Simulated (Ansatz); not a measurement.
A search over several starts for the lowest SCF solution of the cluster ZnO2⁻ at the given spin, in a small basis.

```yaml
crystal:
  periodic: [false, false, false]
  atoms:
    - {symbol: Zn, position_ang: [-0.621337, -0.195238, -0.240329]}
    - {symbol: O, position_ang: [0.294477, 1.374085, -0.874980]}
    - {symbol: O, position_ang: [0.326860, -1.178846, 1.115309]}
basis:
  gaussian: {orbitals: def2-SVP, initial_orbitals: start.molden}
total_charge: -1
magnetization: {spin_polarized: true, initial_magnetization: 3}
hamiltonian: {xc: pbe0, dispersion: d4}
output: {orbitals: {seedname: orbitals}}
```

The file start.molden holds the orbitals of an earlier run on this structure, at another level or in another basis.

```sh
$ ansatz run in.yaml --threads 4 --pin off --events-out ev --progress --plain --max-ram 3916MiB
```

It prints (some lines left out):

```
Functional definition: PBE0
556 factors; integrals over basis functions are off by at most 5.8e-4 eV
mean field evaluation 1: about -52487.7853 eV, gradient 9.5e0 eV
mean field evaluation 2: about -52488.1700 eV, gradient 3.1e-1 eV
mean field evaluation 4: about -52488.2719 eV, gradient 3.7e-3 eV
mean field evaluation 8: about -52488.2719 eV, gradient 3.4e-5 eV
mean field evaluation 16: about -52486.9694 eV, gradient 1.8e0 eV
mean field evaluation 32: about -52487.0962 eV, gradient 6.3e-4 eV
mean field evaluation 64: about -52488.2673 eV, gradient 3.8e-1 eV
mean field -52488.27193581 eV, -1928.9084158123 hartree, gradient 3.0e-6 eV, S^2 3.757833; 6 other end points of the search recorded, 0 dependent functions left out
reference -52488.27197341 eV, -1928.9084171943 hartree; 25, 22 occupied and 34, 37 virtual orbitals, 556 factors
Total energy: -52488.30939208 eV, -1928.9097923051 hartree
```

It took 2.7 s on 4 threads of Arm Neoverse V2 on a shared host.

Other converged states that the search met: 1.18 eV higher (⟨S²⟩ = 3.79).

The highest occupied level of the charge -1 quartet lies above zero (up to 1.10 eV). It is a level of α spin, whose loss leaves a triplet; that state wasn't run at this geometry and level. The electron is either unbound and held by the finite basis, or the level is raised by self-interaction error. At PBE0-D4/def2-TZVPD a doublet of charge -1 lies 1.92 eV below the quartet, each at its own geometry. The structure comes from a short search, and lower isomers may exist.
